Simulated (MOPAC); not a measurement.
Job for MOPAC: PM3 on BeH2Se (SMILES [BeH][SeH]), a point of a bond scan (R = 1.458 Å).

```
PM3 1SCF PRECISE CHARGE=0 THREADS=1
BeH2Se

Be    -0.68973544 1    -0.76066788 1    -1.41803736 1
H     -1.26122346 1    -1.39918725 1    -2.59790175 1
Se     0.09181580 1     0.16025393 1     0.22400564 1
H      0.84647439 1    -1.06482192 1     0.54659910 1
```

Output:

```
*******************************************************************************
 **                                                                           **
 **                              MOPAC v23.2.5                                **
 **                                                                           **
 *******************************************************************************
 ** MOPAC's Digital Object Identifier: https://doi.org/10.5281/zenodo.6511958 **
 **                                                                           **
 ** Please cite the open-source release paper for use of this MOPAC version:  **
 ** J. E. Moussa and J. J. P. Stewart (2026)                                  **
 ** MOPAC: An open-source semiempirical molecular orbital program             **
 ** J. Open Source Softw., 11(119), 8025, https://doi.org/10.21105/joss.08025 **
 *******************************************************************************

                              PM3 CALCULATION RESULTS

 *******************************************************************************
 *  PM3        - The PM3 Hamiltonian to be used
 *
 *
 *
 *                 CHARGE ON SYSTEM = 0
 *
 *
 *
 *  PRECISE    - TIGHTER CRITERIA TO BE USED
 *  1SCF       - DO 1 SCF AND THEN STOP
 *  THREADS=1  - MULTI-THREADING NOT USED
 *  T=         - A TIME OF 172800.0 SECONDS REQUESTED
 *  DUMP=N     - RESTART FILE WRITTEN EVERY 7200.0 SECONDS REQUESTED
 *******************************************************************************
PM3 1SCF PRECISE CHARGE=0 THREADS=1
 BeH2Se

   ATOM   CHEMICAL          X               Y               Z
  NUMBER   SYMBOL      (ANGSTROMS)     (ANGSTROMS)     (ANGSTROMS)

     1      Be         -0.68973544  *  -0.76066788  *  -1.41803736  *
     2       H         -1.26122346  *  -1.39918725  *  -2.59790175  *
     3      Se          0.09181580  *   0.16025393  *   0.22400564  *
     4       H          0.84647439  *  -1.06482192  *   0.54659910  *



          CARTESIAN COORDINATES

    NO.       ATOM           X           Y           Z

     1        Be         -0.6897     -0.7607     -1.4180
     2         H         -1.2612     -1.3992     -2.5979
     3        Se          0.0918      0.1603      0.2240
     4         H          0.8465     -1.0648      0.5466

  H: (PM3): J. J. P. STEWART, J. COMP. CHEM. 10, 209 (1989).
 Be: (PM3): J. J. P. STEWART, J. COMP. CHEM. 10, 209 (1989).
 Se: (PM3): J. J. P. STEWART, J. COMP. CHEM. 12, 320-341 (1991).

           Empirical Formula: H2 Be Se  =     4 atoms



      MOLECULAR POINT GROUP   :   Cs


      RHF CALCULATION, NO. OF DOUBLY OCCUPIED LEVELS = 5


 -------------------------------------------------------------------------------
 PM3 1SCF PRECISE CHARGE=0 THREADS=1
 BeH2Se



     1SCF WAS SPECIFIED, SO BFGS WAS NOT USED
     SCF FIELD WAS ACHIEVED


                              PM3 CALCULATION
                                                       MOPAC v23.2.5 Linux




          FINAL HEAT OF FORMATION =         35.95506 KCAL/MOL =     150.43598 KJ/MOL


          COSMO AREA              =         92.23 SQUARE ANGSTROMS
          COSMO VOLUME            =         77.14 CUBIC ANGSTROMS

          IONIZATION POTENTIAL    =          9.401599 EV
          HOMO LUMO ENERGIES (EV) =         -9.402 -0.849
          NO. OF FILLED LEVELS    =          5
          MOLECULAR WEIGHT        =         89.9880         POINT GROUP:  Cs

          MOLECULAR DIMENSIONS (Angstroms)

            Atom       Atom       Distance
            H     4    H     2     3.80027
           Se     3    H     4     1.35671
           Be     1   Se     3     0.00000


          SCF CALCULATIONS        =          1





   ATOM   CHEMICAL          X               Y               Z
  NUMBER   SYMBOL      (ANGSTROMS)     (ANGSTROMS)     (ANGSTROMS)

     1      Be         -0.68973544  *  -0.76066788  *  -1.41803736  *
     2       H         -1.26122346  *  -1.39918725  *  -2.59790175  *
     3      Se          0.09181580  *   0.16025393  *   0.22400564  *
     4       H          0.84647439  *  -1.06482192  *   0.54659910  *

                             CARTESIAN COORDINATES

   1   Be       -0.689735440    -0.760667880    -1.418037360
   2    H       -1.261223460    -1.399187250    -2.597901750
   3   Se        0.091815800     0.160253930     0.224005640
   4    H        0.846474390    -1.064821920     0.546599100


           Empirical Formula: H2 Be Se  =     4 atoms



      MOLECULAR POINT GROUP   :   Cs


                  EIGENVALUES
 -19.15458 -13.95108 -12.31434 -10.18331  -9.40160  -0.84871   0.23112   2.18320
   2.26188   2.52046


              NET ATOMIC CHARGES AND DIPOLE CONTRIBUTIONS

  ATOM NO.   TYPE          CHARGE      No. of ELECS.   s-Pop       p-Pop
    1         Be           0.477065        1.5229     0.97509     0.54785
    2          H          -0.155681        1.1557     1.15568
    3         Se          -0.271788        6.2718     1.89066     4.38113
    4          H          -0.049596        1.0496     1.04960
 DIPOLE           X         Y         Z       TOTAL
 POINT-CHG.    -0.959    -0.652    -1.729     2.082
 HYBRID         0.416    -1.095    -0.073     1.174
 SUM           -0.543    -1.747    -1.803     2.569


          ATOMIC ORBITAL ELECTRON POPULATIONS

     Atom    s        px        py        pz
    1 Be   0.97509   0.09880   0.11021   0.33883
    2  H   1.15568
    3 Se   1.89066   1.62981   1.19427   1.55705
    4  H   1.04960

 **********************
 *                    *
 * JOB ENDED NORMALLY *
 *                    *
 **********************




 == MOPAC DONE ==
```

The run finished.

Cost: about 0.03 core-seconds (a rough figure).
